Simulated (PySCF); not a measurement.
Compound: C5H13BSi.
Atom-mapped SMILES: `[SiH3:1][CH2:2][B:3]1[CH2:4][CH2:5][CH2:6][CH2:7]1` (hydrogens: H8, H9, H10 on Si1; H11, H12 on C2; H13, H14 on C4; H15, H16 on C5; H17, H18 on C6; H19, H20 on C7)

Level: PBE0/def2-SVPD in PySCF, non-relativistic, on one gas-phase PBE0-D3(BJ)/def2-SVP geometry that isn't relaxed in the solvent. The solvent is an IEF-PCM continuum (van der Waals radii × 1.2). The model holds no explicit solvent molecules, cavitation or dispersion.

Gas phase at PBE0/def2-SVPD: HOMO -8.01 eV, LUMO -0.49 eV, dipole 0.65 D.

Task: What does the continuum do to the energy, the frontier levels and the dipole at PBE0/def2-SVPD in acetonitrile and dimethylsulfoxide?

Result: 
```json
{"solvent": "acetonitrile", "ε": "35.69", "E(solvent) − E(gas) (kcal/mol)": "-0.98", "polarisation term (kcal/mol)": "-1.07", "distortion of the solute (kcal/mol)": "0.09", "HOMO (eV)": "-7.85", "LUMO (eV)": "-0.33", "dipole (D)": "0.87"}
{"solvent": "dimethylsulfoxide", "ε": "46.83", "E(solvent) − E(gas) (kcal/mol)": "-0.99", "polarisation term (kcal/mol)": "-1.08", "distortion of the solute (kcal/mol)": "0.09", "HOMO (eV)": "-7.85", "LUMO (eV)": "-0.33", "dipole (D)": "0.88"}
```

The first energy column is the sum of the next two and covers electrostatics alone. From acetonitrile to dimethylsulfoxide the lowering changes by a factor 1.01, Onsager's factor (ε − 1)/(2ε + 1) by 1.01 and ε itself by 1.3.

Task: How does the static polarisability (PBE0/def2-SVPD, frozen core, with the continuum's full static response) change?

Result: 
```json
{"medium": "gas", "isotropic (au)": "99.3", "principal values (au)": "87.8, 93.8, 116.2", "⟨r²⟩ of the electrons (bohr²)": "1254.9"}
{"medium": "acetonitrile", "isotropic (au)": "135.8", "principal values (au)": "125.6, 133.0, 148.8", "⟨r²⟩ of the electrons (bohr²)": "1255.4"}
{"medium": "dimethylsulfoxide", "isotropic (au)": "136.4", "principal values (au)": "126.3, 133.6, 149.2", "⟨r²⟩ of the electrons (bohr²)": "1255.4"}
```

The isotropic value in dimethylsulfoxide is 1.37 times the gas-phase one; no cavity-field correction is applied. ⟨r²⟩ is taken about the centre of nuclear charge.
